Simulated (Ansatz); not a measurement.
Species: CH3BFS (charge 0, doublet). It need not be the lowest isomer of its formula. 
Structure (B3LYP-D3(BJ)/def2-TZVP (Ansatz, a quantum-chemistry and plane-wave program) minimum search):
```xyz
7

C     -1.9048    -0.0693     0.3445
S     -0.3509     0.4543    -0.4678
B      0.8628    -0.4902     0.4372
F      2.1529    -0.4363     0.1959
H     -2.0518    -1.1388     0.2249
H     -1.8882     0.1952     1.3979
H     -2.7074     0.4687    -0.1554
```
Charge 0, spin multiplicity 2.

Quantity: atomisation energy (electronic, to ground-state atoms), in kJ/mol. Correlated levels leave the core frozen unless marked. UHF or UKS for open shells. No spin-orbit coupling. No relativistic terms. The coupled-cluster limit lacks core correlation, which all-electron functionals hold. Basis-set limits of correlation are two-point, X^-3; Hartree-Fock from the larger set.

| level | program | atomisation energy (kJ/mol) | minus last row |
|---|---|---|---|
| revPBE-D3(BJ)/def2-TZVPD | Ansatz + dftd3 | 2587.7 | 16.5 |
| PBE0/def2-QZVPP | Ansatz | 2602.0 | 30.8 |
| r2SCAN0-D4/def2-TZVPD | Ansatz + dftd4 | 2572.3 | 1.1 |
| CAM-B3LYP-D3(BJ)/def2-TZVPD | Ansatz + dftd3 | 2589.2 | 18.0 |
| RI-MP2/cc-pV(Q+d)Z | Ansatz | 2612.8 | 41.6 |
| CCSD(T)/STO-3G | Ansatz | 2620.6 | 49.4 |
| CCSD(T)/CBS(cc-pV(T+d)Z,cc-pV(Q+d)Z) | Ansatz | 2571.2 | 0.0 |
